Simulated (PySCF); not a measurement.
**Excitation energy of Al⁺ by level of theory**

Al⁺ [Ne] 3s2 (1S) → Al⁺ [Ne] 3p2 (3P), as a difference of total energies. Computed with PySCF 2.14 in aug-cc-pV(Q+d)Z with one added diffuse shell each of s, p, d, f, g type (8s7p6d4f3g, 114 functions), with no relativity, point nucleus. Correlated levels: valence: [Ne] frozen. The calculations carry no spin-orbit coupling.

```
           method  excitation energy (cm⁻¹)  error (cm⁻¹)
              UHF                     85665         -8543
              LDA                     85567         -8641
              PBE                     83639        -10569
             PBE0                     85173         -9035
           r2SCAN                     81846        -12362
              M06                     86690         -7518
          r2SCAN0                     84234         -9974
           M06-2X                     90716         -3492
    MP2 (valence)                     90694         -3514
SCS-MP2 (valence)                     92885         -1323
```

Reference: 94208 cm⁻¹ (measured; NIST levels, between the centres of gravity of the two terms).

Errors of the correlated levels include the incompleteness of this basis and the frozen core.
